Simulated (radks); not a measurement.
Values are calculated unless marked as measured or tabulated.
Species: Nd34+. Configuration: [Ar] 3d8. Code: a radial shooting solver on a logarithmic mesh with Libxc functionals. Model: scalar-relativistic Kohn-Sham, exchange-only LDA, spin-polarised, spherical densities, point nucleus; open shells are filled with parallel spins first (spin-orbit coupling, left out, can overturn this in heavy ions).

Normalised radial functions P(r) = r R(r), r in bohr:

| r | 4s down |
|---|---|
| 0.002183 | 0.2076 |
| 0.003129 | 0.2690 |
| 0.004485 | 0.3381 |
| 0.006428 | 0.4057 |
| 0.009213 | 0.4517 |
| 0.01321 | 0.4410 |
| 0.01893 | 0.3253 |
| 0.02713 | 0.0632 |
| 0.03889 | -0.3251 |
| 0.05574 | -0.6734 |
| 0.07989 | -0.6473 |
| 0.1145 | 0.0055 |
| 0.1641 | 0.8926 |
| 0.2352 | 0.8642 |
| 0.3372 | -0.5434 |
| 0.4833 | -1.6800 |
| 0.6927 | -1.1257 |
| 0.9929 | -0.2421 |
| 1.423 | -0.0128 |

4s down (empty): eigenvalue -1371.0 eV, 3 radial nodes at r = 0.0290, 0.114, 0.300 bohr, <r> = 0.513 bohr, 90 % of the charge inside 0.724 bohr.
